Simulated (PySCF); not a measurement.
Compound: C₄H₅BCl₂.
Numbering: `[Cl:1][B:2]([Cl:3])[C@:4]12[CH2:5][C@H:6]1[CH2:7]2`

Probes without a nucleus sit at each ring's centroid and 1 Å off its mean plane on both sides; NICS is minus the shielding there, NICSzz its component along the normal. Level: GIAO KT3/pcSseg-2 (PySCF, non-relativistic, gas phase) on the PBE0-D3(BJ)/def2-SVP geometry, one conformer.

Ring bond lengths (Å): C4–C5 1.507, C5–C6 1.480, C6–C4 1.519; C4–C6 1.519, C6–C7 1.479, C7–C4 1.507.

Q: What do the NICS probes read (ppm)?

A: 
```json
{"ring": "C4–C5–C6", "type": "3-membered carbocycle; formal bonds all single", "NICS(0)": "-47.1", "NICS(1), two faces": "-12.3 / -9.1", "NICS(1)zz, two faces": "-20.0 / -22.2", "rms pucker (Å)": "0.00", "centre to ring atoms, mean (Å)": "0.87"}
{"ring": "C4–C6–C7", "type": "3-membered carbocycle; formal bonds all single", "NICS(0)": "-47.1", "NICS(1), two faces": "-9.1 / -12.3", "NICS(1)zz, two faces": "-22.2 / -20.0", "rms pucker (Å)": "0.00", "centre to ring atoms, mean (Å)": "0.87"}
```

Q: What can be read from them?

A: 
- C4–C5–C6: mean NICS(1)zz -21.1 ppm, shielded. C4, C5, C6 have four or more neighbours; no verdict on aromaticity is drawn. NICS(0) lies 36 ppm below the mean NICS(1).
- C4–C6–C7: mean NICS(1)zz -21.1 ppm, shielded. C4, C6, C7 have four or more neighbours, and the NICS criterion for π rings isn't applied. NICS(0) lies 36 ppm below the mean NICS(1).

Q: What is the mean of the two in-plane components of NICS at the second NICS(1) probe listed for ring C4–C5–C6, 1 Å off the ring?

A: The isotropic value is a third of the trace: (3 × -9.1 − (-22.2))/2 = -2.5 ppm.

Q: How do the values depend on the level or the medium?

A: 
```json
{"level": "KT3/pcSseg-2, gas", "NICS(0), C4–C5–C6": "-47.1", "mean NICS(1)zz, C4–C5–C6": "-21.1", "NICS(0), C4–C6–C7": "-47.1", "mean NICS(1)zz, C4–C6–C7": "-21.1"}
{"level": "PBE0/pcSseg-1, gas", "NICS(0), C4–C5–C6": "-48.0", "mean NICS(1)zz, C4–C5–C6": "-21.5", "NICS(0), C4–C6–C7": "-48.0", "mean NICS(1)zz, C4–C6–C7": "-21.5"}
{"level": "PBE0/pcSseg-1, IEF-PCM tetrahydrofuran", "NICS(0), C4–C5–C6": "-48.0", "mean NICS(1)zz, C4–C5–C6": "-21.3", "NICS(0), C4–C6–C7": "-48.0", "mean NICS(1)zz, C4–C6–C7": "-21.4"}
```

The geometry is the same throughout; the continuum's cavity takes Bondi-type radii × 1.2.

Conformer computed: `[Cl:1][B:2]([Cl:3])[C@:4]12[CH2:5][C@H:6]1[CH2:7]2`: Cl1–B2–C4–C5 164°.
